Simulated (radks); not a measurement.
All-electron atom: the tungsten ion W3.5+ in [Kr] 4d10 4f14 5s2 5d(up 1.5, down 1.5) 5p(up 3, down 2.5) (fractional occupations, a model configuration). Method: scalar-relativistic Kohn-Sham, r2SCAN, spin-polarised, spherical densities, finite nucleus; meta-GGA in the generalised Kohn-Sham scheme; Fermi nuclear charge, rms radius 5.3658 fm; computed with a radial shooting solver on a logarithmic mesh with Libxc functionals. Some entries of the table are withheld. Estimate them.

orbital,occ.,eigenvalue (hartree),<r^2> (bohr^2)
1s up,1,-2557.795,0.0004632
1s down,1,-2557.792,0.0004632
2s up,1,-443.5849,0.007119
2s down,1,-443.5842,0.007119
2p up,3,-388.0438,0.005893
2p down,3,-388.0419,0.005893
3s up,1,-103.5943,0.04613
3s down,1,-103.5936,0.04613
3p up,3,-87.06765,0.04692
3p down,3,-87.06646,0.04692
3d up,5,-68.01920,0.03899
3d down,5,-68.01772,0.03899
4s up,1,-22.68455,0.2281
4s down,1,-22.68155,0.2281
4p up,3,-17.23992,0.2596
4p down,3,-17.23701,0.2596
4d up,5,-10.30104,0.3029
4d down,5,-10.29742,0.3027
5s up,1,-4.34716,(1)
5s down,1,-4.31945,(2)
5p up,3,-2.98395,1.689
5p down,2.5,-2.95796,1.694
4f up,7,-2.62348,0.4567
4f down,7,-2.61710,0.4549
5d up,1.5,-1.39245,3.217
5d down,1.5,-1.37693,3.262

Answer. 
(1) 5s up <r^2> (bohr^2): 1.266
(2) 5s down <r^2> (bohr^2): 1.266
